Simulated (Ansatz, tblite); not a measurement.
Isomers of Sn5H2 (singlet), found by a short tight-binding search and relaxed with PBE-D4/def2-SVP in Ansatz.

In the def2 sets Sn takes a core potential; there is no spin–orbit coupling. The xTB rows come from tblite. HSE06 is defined as in plane-wave codes, on full-range PBE exchange. Correlated methods freeze 20 core orbitals; core or outer-core shells of Sn are correlated, in sets that lack core-valence functions.

Run but left out: HF/def2-TZVP (A: restricted singlet, unstable towards broken spin symmetry); HF/def2-SVP (C: restricted singlet, unstable towards broken spin symmetry); HF/def2-SVP (D: restricted singlet, unstable towards broken spin symmetry); HF/def2-SVP (E: restricted singlet, unstable towards broken spin symmetry).

A: The restricted singlet is unstable towards broken spin symmetry in Hartree–Fock (as tested in another run); at LDA (SPW92)/def2-TZVP, PBE-D4/def2-SVP, PBE-D4/def2-TZVP, r2SCAN-D4/def2-TZVP and others this wasn't settled. At MP2/def2-TZVP the restricted singlet (for correlated methods, its reference) is unstable: a solution with broken spin symmetry lies lower. C: The restricted singlet is unstable towards broken spin symmetry in Hartree–Fock (as tested in another run); at LDA (SPW92)/def2-TZVP, PBE-D4/def2-SVP, PBE-D4/def2-TZVP, r2SCAN-D4/def2-TZVP and others this wasn't settled. At CCSD(T)/def2-SVP, MP2/def2-TZVP the restricted singlet (for correlated methods, its reference) is unstable: a solution with broken spin symmetry lies lower. D: The restricted singlet is unstable towards broken spin symmetry in Hartree–Fock (as tested in another run); at LDA (SPW92)/def2-TZVP, PBE-D4/def2-SVP, PBE-D4/def2-TZVP, r2SCAN-D4/def2-TZVP and others this wasn't settled. At CCSD(T)/def2-SVP T1 of the charge 0 singlet is large (up to 0.020), so the single-reference result is doubtful. At CCSD(T)/def2-SVP, MP2/def2-TZVP the restricted singlet (for correlated methods, its reference) is unstable: a solution with broken spin symmetry lies lower. E: The restricted singlet is unstable towards broken spin symmetry in Hartree–Fock (as tested in another run); at LDA (SPW92)/def2-TZVP, PBE-D4/def2-SVP, PBE-D4/def2-TZVP, r2SCAN-D4/def2-TZVP and others this wasn't settled. At CCSD(T)/def2-SVP, MP2/def2-TZVP the restricted singlet (for correlated methods, its reference) is unstable: a solution with broken spin symmetry lies lower.

Other spin states weren't relaxed.

A:

```xyz
7

Sn   -1.4099    1.4774   -0.0562
Sn    1.1440   -0.3218    0.4271
Sn   -1.4348   -1.7249    0.0808
Sn   -0.6605   -0.4601   -2.3152
Sn   -0.8152   -0.1986    2.5529
H     2.5762   -0.2465   -0.5548
H     0.6003    1.4745   -0.1346
```

B:

```csv
atom,x (Å),y (Å),z (Å)
Sn1,0.1770,-1.3207,0.2438
Sn2,1.9688,0.7823,-0.7222
Sn3,-2.4744,-0.4178,0.7831
Sn4,-1.0279,0.5569,-1.7015
Sn5,-0.1058,1.2924,1.6057
H6,1.1741,-2.7332,0.2816
H7,0.2882,1.8401,-0.4905
```

C:

```xyz
7

Sn    1.633   -0.449   -0.611
Sn   -1.697    0.491    0.342
Sn    0.633    1.992    0.243
Sn   -0.896   -1.299   -1.844
Sn   -0.078   -1.701    1.409
H     1.228    3.554    0.787
H    -0.824   -2.587   -0.326
```

D:

```tsv
atom	x (Å)	y (Å)	z (Å)
Sn1	-1.295	-1.018	-1.373
Sn2	0.535	-0.928	1.858
Sn3	0.760	1.946	-0.485
Sn4	1.489	-0.787	-0.822
Sn5	-1.489	0.787	0.822
H6	2.864	-1.513	-1.580
H7	-2.864	1.513	1.580
```

E:

Cartesian coordinates in Å:
```
Sn -1.036 -0.948 1.120
Sn -1.354 -1.672 -1.583
Sn -1.762 1.214 -1.847
Sn 0.993 0.218 -0.827
Sn 1.340 0.508 2.151
H -0.142 1.868 -0.973
H 1.961 -1.189 1.958
```

Task: Estimate their order by electronic energy at PBE0-D4/def2-TZVP, counted from the lowest.

Result: D (0.00) < B (0.08) < A (0.15) < C (0.15) < E (0.61), in eV. Gaps under about 2 kJ/mol are ties within the noise of geometry and basis.

Task: Do the other levels pick the same lowest one?

Result: Not GFN1-xTB, GFN2-xTB, LDA (SPW92)/def2-TZVP, PBE-D4/def2-SVP, PBE-D4/def2-TZVP, MP2/def2-SVP, MP2/def2-TZVP. Energies above each level's lowest (eV):

| level | A | B | C | D | E |
| --- | --- | --- | --- | --- | --- |
| GFN1-xTB | 0.00 | 0.02 | 0.18 | 0.28 | 0.29 |
| GFN2-xTB | 0.60 | 0.64 | 0.44 | 0.77 | 0.00 |
| LDA (SPW92)/def2-TZVP | 0.07 | 0.00 | 0.06 | 0.06 | 0.60 |
| PBE-D4/def2-SVP | 0.06 | 0.00 | 0.03 | 0.01 | 0.43 |
| PBE-D4/def2-TZVP | 0.07 | 0.00 | 0.04 | 0.01 | 0.46 |
| r2SCAN-D4/def2-TZVP | 0.10 | 0.06 | 0.09 | 0.00 | 0.54 |
| PBE0-D4/def2-SVP | 0.16 | 0.09 | 0.15 | 0.00 | 0.59 |
| PBE0-D4/def2-TZVP | 0.15 | 0.08 | 0.15 | 0.00 | 0.61 |
| r2SCAN0-D4/def2-TZVP | 0.16 | 0.11 | 0.18 | 0.00 | 0.64 |
| HSE06-D4/def2-TZVP | 0.15 | 0.08 | 0.15 | 0.00 | 0.61 |
| MP2/def2-SVP | 0.22 | 0.20 | 0.00 | 0.04 | 0.94 |
| MP2/def2-TZVP | 0.12 | 0.08 | 0.00 | 0.19 | 0.94 |
| CCSD/def2-SVP | 0.32 | 0.30 | 0.29 | 0.00 | 0.73 |
| CCSD(T)/def2-SVP | 0.30 | 0.28 | 0.21 | 0.00 | 0.76 |
Point groups (tolerance 0.1 Å): A not assigned, B Cs, C Cs, D not assigned, E not assigned. Lower isomers may exist.
